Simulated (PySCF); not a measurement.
PySCF input for p-xylene (C₈H₁₀), SMILES Cc1ccc(C)cc1, TDA-LC-ωPBE/def2-SVPD. Geometry optimised at PBE0-D3(BJ)/def2-SVP.

```python
import numpy as np
from pyscf import gto, scf, dft, tdscf

mol = gto.M(
    atom='''
    C     2.91883303    0.11899526    0.08921259
    C     1.42046590    0.04117694    0.03355045
    C     0.70192035    0.63796166   -1.00813976
    C    -0.68906383    0.59033368   -1.04530887
    C    -1.41972044   -0.05606827   -0.04237939
    C    -2.92073658   -0.08120626   -0.06637634
    C    -0.70090362   -0.65933491    0.99521509
    C     0.69019982   -0.61168698    1.03239672
    H     3.35903188    0.15582992   -0.91808737
    H     3.24883373    1.02652861    0.62255717
    H     3.34867756   -0.74401744    0.61835061
    H     1.24356079    1.14620404   -1.81127795
    H    -1.22061146    1.06181153   -1.87709149
    H    -3.31733589   -0.98498958    0.41898292
    H    -3.34008413    0.78734964    0.46910184
    H    -3.30882860   -0.04769459   -1.09491813
    H    -1.24174320   -1.18323839    1.78876207
    H     1.22253161   -1.09881071    1.85459724
    ''',
    basis='def2-SVPD',
    charge=0,
    spin=0,
    max_memory=1600,
    verbose=4,
)
mf = dft.RKS(mol, xc='lc_wpbe').density_fit(auxbasis='def2-universal-jkfit')
mf.grids.level = 3
mf.conv_tol = 1e-9
mf.max_cycle = 100
mf.kernel()
mf.grids = dft.Grids(mol).set(level=1).build(with_non0tab=True)  # coarser grid for the response kernel
td = tdscf.TDA(mf)
td.singlet = True
td.nstates = 6
td.conv_tol = 1e-4
td.kernel(x0=td.get_init_guess(mf, 11))
td.analyze()
tt = tdscf.TDA(mf)
tt.singlet = False
tt.nstates = 2
tt.conv_tol = 1e-4
tt.kernel(x0=tt.get_init_guess(mf, 7))
tt.analyze(verbose=3)
```

Program output:

```
PySCF version 2.14.0

[INPUT] verbose = 4
[INPUT] num. atoms = 18
[INPUT] num. electrons = 58
[INPUT] charge = 0
[INPUT] spin (= nelec alpha-beta = 2S) = 0
[INPUT] symmetry False subgroup None
[INPUT] Mole.unit = angstrom
[INPUT] Symbol           X                Y                Z      unit          X                Y                Z       unit  Magmom
[INPUT]  1 C      2.918833030000   0.118995260000   0.089212590000 AA    5.515795030034   0.224868451521   0.168587361963 Bohr   0.0
[INPUT]  2 C      1.420465900000   0.041176940000   0.033550450000 AA    2.684291520284   0.077813139248   0.063401161856 Bohr   0.0
[INPUT]  3 C      0.701920350000   0.637961660000  -1.008139760000 AA    1.326437222759   1.205572815373  -1.905108041685 Bohr   0.0
[INPUT]  4 C     -0.689063830000   0.590333680000  -1.045308870000 AA   -1.302141921044   1.115568977307  -1.975347479879 Bohr   0.0
[INPUT]  5 C     -1.419720440000  -0.056068270000  -0.042379390000 AA   -2.682882805047  -0.105953674578  -0.080085440426 Bohr   0.0
[INPUT]  6 C     -2.920736580000  -0.081206260000  -0.066376340000 AA   -5.519392218199  -0.153457591000  -0.125433103751 Bohr   0.0
[INPUT]  7 C     -0.700903620000  -0.659334910000   0.995215090000 AA   -1.324515881516  -1.245962404265   1.880683955134 Bohr   0.0
[INPUT]  8 C      0.690199820000  -0.611686980000   1.032396720000 AA    1.304288631024  -1.155920866162   1.950947052699 Bohr   0.0
[INPUT]  9 H      3.359031880000   0.155829920000  -0.918087370000 AA    6.347650296883   0.294475870813  -1.734933687722 Bohr   0.0
[INPUT] 10 H      3.248833730000   1.026528610000   0.622557170000 AA    6.139405973949   1.939857931930   1.176462548184 Bohr   0.0
[INPUT] 11 H      3.348677560000  -0.744017440000   0.618350610000 AA    6.328083467877  -1.405989193500   1.168513301858 Bohr   0.0
[INPUT] 12 H      1.243560790000   1.146204040000  -1.811277950000 AA    2.349989312348   2.166011718470  -3.422819260964 Bohr   0.0
[INPUT] 13 H     -1.220611460000   1.061811530000  -1.877091490000 AA   -2.306621363906   2.006532987605  -3.547188826852 Bohr   0.0
[INPUT] 14 H     -3.317335890000  -0.984989580000   0.418982920000 AA   -6.268856295290  -1.861360541750   0.791762969671 Bohr   0.0
[INPUT] 15 H     -3.340084130000   0.787349640000   0.469101840000 AA   -6.311844238706   1.487875183875   0.886474002130 Bohr   0.0
[INPUT] 16 H     -3.308828600000  -0.047694590000  -1.094918130000 AA   -6.252779847128  -0.090129712723  -2.069095394521 Bohr   0.0
[INPUT] 17 H     -1.241743200000  -1.183238390000   1.788762070000 AA   -2.346554565041  -2.235996497171   3.380270414310 Bohr   0.0
[INPUT] 18 H      1.222531610000  -1.098810710000   1.854597240000 AA    2.310249921524  -2.076451304639   3.504680854974 Bohr   0.0

nuclear repulsion = 339.812703233448
number of shells = 104
number of NR pGTOs = 340
number of NR cGTOs = 240
basis = def2-SVPD
ecp = {}


[settings echo left out]
init E= -311.996065345644
  HOMO = -0.264804116454114  LUMO = -0.0378164456891765  gap/eV = 6.17665
cycle= 1 E= -310.428323124728  delta_E= 1.57  |g|= 0.256  |ddm|= 14.3
  HOMO = -0.323241692902251  LUMO = 0.0817785230317726  gap/eV = 11.02116
cycle= 2 E= -310.452756212264  delta_E= -0.0244  |g|= 0.0844  |ddm|=  2.5
  HOMO = -0.340512794830691  LUMO = 0.063010135466059  gap/eV = 10.98042
cycle= 3 E= -310.454631343389  delta_E= -0.00188  |g|= 0.0414  |ddm|= 0.697
  HOMO = -0.334611430559796  LUMO = 0.0709148404189386  gap/eV = 11.03493
cycle= 4 E= -310.4550877633  delta_E= -0.000456  |g|= 0.00618  |ddm|= 0.317
  HOMO = -0.334121628167749  LUMO = 0.070757186491941  gap/eV = 11.01731
cycle= 5 E= -310.455097318954  delta_E= -9.56e-06  |g|= 0.00202  |ddm|= 0.0349
  HOMO = -0.334424847775595  LUMO = 0.070663098739089  gap/eV = 11.02300
cycle= 6 E= -310.455098581605  delta_E= -1.26e-06  |g|= 0.000314  |ddm|= 0.0146
  HOMO = -0.334367781030803  LUMO = 0.0707013458999919  gap/eV = 11.02249
cycle= 7 E= -310.455098635214  delta_E= -5.36e-08  |g|= 0.000129  |ddm|= 0.00228
  HOMO = -0.334386625963465  LUMO = 0.0706900726487567  gap/eV = 11.02270
cycle= 8 E= -310.455098641645  delta_E= -6.43e-09  |g|= 3.24e-05  |ddm|= 0.00106
  HOMO = -0.33438732409821  LUMO = 0.0706879478651024  gap/eV = 11.02266
cycle= 9 E= -310.4550986421  delta_E= -4.55e-10  |g|= 4.44e-06  |ddm|= 0.0002
  HOMO = -0.334387016852622  LUMO = 0.070688296812571  gap/eV = 11.02266
Extra cycle  E= -310.455098642112  delta_E= -1.27e-11  |g|= 1.92e-06  |ddm|= 5.67e-05
converged SCF energy = -310.455098642112
tot grids = 66160


******** <class 'pyscf.tdscf.rks.TDA'> for <class 'pyscf.df.df_jk.DFRKS'> ********
nstates = 6 singlet
deg_eia_thresh = 1.000e-03
wfnsym = None
conv_tol = 0.0001
eigh lindep = 1e-12
eigh level_shift = 0
eigh max_cycle = 100


Excitation energies (eV)
[5.45977493 6.3395116  7.43677411 7.55301302 7.61626213 7.89373597]

** Singlet excitation energies and oscillator strengths **
Excited State   1:      5.45977 eV    227.09 nm  f=0.0059
      28 -> 31       -0.42540
      29 -> 30       -0.55441
Excited State   2:      6.33951 eV    195.57 nm  f=0.0575
      28 -> 30        0.41692
      29 -> 31       -0.55538
Excited State   3:      7.43677 eV    166.72 nm  f=0.0048
      29 -> 32       -0.64535
      29 -> 37        0.22053
Excited State   4:      7.55301 eV    164.15 nm  f=0.6768
      28 -> 31       -0.53889
      29 -> 30        0.40835
Excited State   5:      7.61626 eV    162.79 nm  f=1.3093
      28 -> 30        0.54201
      29 -> 31        0.40352
Excited State   6:      7.89374 eV    157.07 nm  f=0.0013
      25 -> 34        0.10523
      28 -> 32        0.62471
      28 -> 35        0.23305
      28 -> 37       -0.15919

** Transition electric dipole moments (AU) **
state          X           Y           Z        Dip. S.      Osc.
  1         0.0037     -0.1090      0.1784      0.0437      0.0059
  2         0.6078      0.0180      0.0208      0.3702      0.0575
  3         0.1615      0.0075      0.0010      0.0261      0.0048
  4        -0.0151      0.9977     -1.6314      3.6573      0.6768
  5        -2.6464     -0.1021     -0.0518      7.0168      1.3093
  6        -0.0015     -0.0425      0.0688      0.0065      0.0013

** Transition velocity dipole moments (imaginary part, AU) **
state          X           Y           Z        Dip. S.      Osc.
  1         0.0005      0.0157     -0.0256      0.0009      0.0030
  2         0.0998      0.0035      0.0025      0.0100      0.0285
  3         0.0203      0.0008      0.0004      0.0004      0.0010
  4        -0.0026      0.0341     -0.0559      0.0043      0.0103
  5        -0.3356     -0.0119     -0.0083      0.1128      0.2688
  6        -0.0002     -0.0044      0.0071      0.0001      0.0002

** Transition magnetic dipole moments (imaginary part, AU) **
state          X           Y           Z
  1         0.0459      0.0015      0.0012
  2         0.0005      0.0104     -0.0248
  3         0.0028      0.0687     -0.1121
  4        -0.1070     -0.0038     -0.0024
  5         0.0008     -0.0265      0.0481
  6         1.0190      0.0358      0.0257


******** <class 'pyscf.tdscf.rks.TDA'> for <class 'pyscf.df.df_jk.DFRKS'> ********
nstates = 2 triplet
deg_eia_thresh = 1.000e-03
wfnsym = None
conv_tol = 0.0001
eigh lindep = 1e-12
eigh level_shift = 0
eigh max_cycle = 100


Excitation energies (eV)
[3.84472681 4.58707211]

** Triplet excitation energies and oscillator strengths **
Excited State   1:      3.84473 eV    322.48 nm  f=0.0000
Excited State   2:      4.58707 eV    270.29 nm  f=0.0000
```

Self-consistency was reached.

Cost: around 7 core-minutes (rough).
